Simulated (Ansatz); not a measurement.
Cu₂Pt. The state is a quintet with charge 0. Geometry r2SCAN-D4/def2-TZVP; atoms count from 1.

```xyz
3

Pt   -0.3343    1.3326   -0.1887
Cu    0.5368   -0.4137    1.2232
Cu   -0.2026   -0.9188   -1.0345
```

In the def2 sets Pt takes a core potential; there is no spin–orbit coupling. At PBE0-D4/def2-TZVP a singlet of charge 0 lies 2.75 eV below the quintet, each at its own geometry. The structure comes from a short search, and lower isomers may exist.

(1) Estimate the Mulliken populations from the PBE0/def2-TZVP orbitals of Ansatz.

(2) Where does the spin sit?

(3) And the Mayer bond orders between heavy atoms (over 0.3)?

Results:

(1) 
```json
{"atom": "Pt1", "charge (e)": "0.12", "spin (α − β)": "1.95", "d electrons": "8.49"}
{"atom": "Cu2", "charge (e)": "-0.06", "spin (α − β)": "1.03", "d electrons": "9.60"}
{"atom": "Cu3", "charge (e)": "-0.06", "spin (α − β)": "1.03", "d electrons": "9.60"}
```
Mulliken values depend strongly on the basis.

(2) Summed by element: Pt 1.95, Cu 2.05, of 4 unpaired in all. Largest on single atoms: Pt1 1.95, Cu2 1.03, Cu3 1.03.

(3) Pt1–Cu2 0.75 (2.41 Å); Pt1–Cu3 0.75 (2.41 Å); Cu2–Cu3 0.57 (2.43 Å).
